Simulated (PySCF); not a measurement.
## From computed data to an observable: dipole moment from atomic charges

In(OH)(NH2)2 (H5InN2O), SMILES [NH2][In]([NH2])[OH]. Atoms are numbered in the order given.

```xyz
9

In    -0.0374    -0.0203    -0.0107
O      1.7577    -0.7866    -0.5752
H      2.0599    -0.3520    -1.3954
N     -0.5055    -0.4677     1.9498
H     -0.0375    -1.3394     2.2344
H     -1.5134    -0.6172     2.0930
N     -0.9141     1.4456    -1.1885
H     -1.9083     1.5708    -0.9508
H     -0.8928     1.1802    -2.1834
```

Geometry: PBE-D3(BJ)/def2-SVP. The structure was generated by enumeration; whether it is a known compound was not checked. The def2 effective core potentials stand for the cores of In; spin–orbit coupling is left out. The values are those of a single conformer.

Charges (e) from PySCF with PBE/def2-TZVP:

```csv
atom,Mulliken,ESP fit
In1,0.745,0.785
O2,-0.621,-0.710
H3,0.293,0.369
N4,-0.671,-0.718
H5,0.236,0.283
H6,0.224,0.232
N7,-0.662,-0.767
H8,0.227,0.280
H9,0.228,0.246
```

The dipole moment of the full density is 2.93 D.

What dipole moment does each set of point charges give, and which comes closer to that of the density?


μ = Σ q r, and 1 e Å = 4.8032 D.
Mulliken: Σ q r = (-0.556, -0.102, -0.299) e Å, |μ| = 3.07 D.
ESP fit: Σ q r = (-0.569, -0.152, -0.289) e Å, |μ| = 3.15 D.
Mulliken comes closer in size. Point charges leave out the atoms' own dipoles (lone pairs, polarised bonds); fits to the potential absorb them, partitions of the density don't.
